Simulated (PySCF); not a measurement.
## Radial density of Cu⁺ (copper, charge +1)

UHF, [Ar] 3d10, closed-shell 1S. All numbers are calculated (PySCF 2.14, a scalar-relativistic core potential, in aug-cc-pwCVTZ-PP with ECP10MDF (8s8p7d4f3g, 122 functions)). This is the valence pseudo-density: the core potential removes the inner electrons and smooths the orbitals near the nucleus.

```json
{"r (bohr)": "0.00610", "4πr²ρ (e/bohr)": "1.526e-05"}
{"r (bohr)": "0.0103", "4πr²ρ (e/bohr)": "4.114e-05"}
{"r (bohr)": "0.0173", "4πr²ρ (e/bohr)": "0.0001094"}
{"r (bohr)": "0.0290", "4πr²ρ (e/bohr)": "0.0003904"}
{"r (bohr)": "0.0489", "4πr²ρ (e/bohr)": "0.003301"}
{"r (bohr)": "0.0822", "4πr²ρ (e/bohr)": "0.04119"}
{"r (bohr)": "0.138", "4πr²ρ (e/bohr)": "0.4164"}
{"r (bohr)": "0.232", "4πr²ρ (e/bohr)": "2.920"}
{"r (bohr)": "0.391", "4πr²ρ (e/bohr)": "13.42"}
{"r (bohr)": "0.658", "4πr²ρ (e/bohr)": "22.48"}
{"r (bohr)": "1.11", "4πr²ρ (e/bohr)": "9.408"}
{"r (bohr)": "1.86", "4πr²ρ (e/bohr)": "1.621"}
{"r (bohr)": "3.13", "4πr²ρ (e/bohr)": "0.1308"}
{"r (bohr)": "5.27", "4πr²ρ (e/bohr)": "0.001894"}
```

Energies and moments cover only the electrons outside the core potential.
